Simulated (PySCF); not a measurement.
Si(H)(PH2)3 (H₇P₃Si), SMILES P[SiH](P)P.

Coordinates come from a B3LYP-D3(BJ)/def2-SVP optimisation. This is a generated structure with no PubChem entry under its InChIKey; it may be hypothetical. Other conformers were not sampled.

Two levels are set side by side: TDA-PBE/def2-SVPD (PySCF) and TDA-B3LYP/def2-SVPD (PySCF). Vertical, same geometry. The lowest singlet is HOMO→LUMO 83 % with PBE and HOMO→LUMO 90 % with the other functional; states are paired by order. Differences are taken from unrounded values.

| quantity | TDA-B3LYP | TDA-PBE | TDA-PBE minus TDA-B3LYP |
|---|---|---|---|
| lowest singlet excitation (eV) | 5.75 | 5.30 | -0.45 |
| lowest triplet excitation (TDA) (eV) | 5.00 | 4.73 | -0.26 |

Functionals without exact exchange tend to place singlet excitations lower, as here. Differences between two approximate levels are no errors against the true value.

Rough cost on one machine, each run with all the roots and properties that it gave: TDA-B3LYP against TDA-PBE about 2 times.
